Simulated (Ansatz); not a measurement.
Total energies of cis-NiH2(NH3)2 (NiN₂H₈) from Ansatz at PBE-D4/def2-TZVP, gas phase (1 Eh = 27.2114 eV = 2625.5 kJ/mol). The reference geometry is relaxed at PBE0-D4/def2-SVP.

```xyz
11

Ni    0.826   -0.118   -0.026
H     1.981   -0.018    0.877
H     1.850   -0.529   -0.997
N    -0.547   -0.334   -1.440
H    -0.259    0.261   -2.218
H    -1.542   -0.162   -1.279
H    -0.457   -1.292   -1.783
N    -0.343    0.461    1.468
H     0.029    1.354    1.795
H    -0.183   -0.196    2.233
H    -1.354    0.572    1.370
```

```tsv
state	geometry	energy (Eh)
charge 0 singlet	reference	-1622.34940
charge 1 doublet	reference	-1622.10282
charge 1 doublet	relaxed at PBE0-D4/def2-SVP	-1622.14760
charge 0 triplet	relaxed at PBE0-D4/def2-SVP	-1622.29323
free Ni atom (triplet)	–	-1508.03861
free H atom (doublet)	–	-0.49962
free N atom (quartet)	–	-54.53214
```

Task: Work out the vertical ionisation energy to the doublet.

Result: E(charge 1 doublet) − E(charge 0 singlet) = -1622.10282 − (-1622.34940) = 0.24658 Eh = 6.71 eV. For comparison, −ε of the highest occupied level is 3.00 eV at this level, 3.71 eV less.

Task: How much does the charge 1 doublet relax, and what is the adiabatic ionisation energy?

Result: Relaxation: -1622.10282 − (-1622.14760) = 0.04478 Eh = 1.22 eV. Adiabatic ionisation energy: 0.20180 Eh = 5.49 eV, without zero-point energy. In the charge 1 doublet, H2 and H3 lie 0.81 Å apart (atoms count from 1), so H2 has formed as a molecule.

Task: Which of the charge 0 states is lowest, and how far above it are the others?

Result: The singlet. triplet: -1622.29323 − (-1622.34940) = 0.05617 Eh = 147.5 kJ/mol.

Task: What is the binding energy per atom against free atoms?

Result: Atoms: 1 × (-1508.03861) + 8 × (-0.49962) + 2 × (-54.53214) = -1621.09985 Eh. Binding: -1621.09985 − (-1622.34940) = 1.24955 Eh = 34.00 eV, or 3.09 eV for each of 11 atoms (no zero-point energy, no counterpoise term).
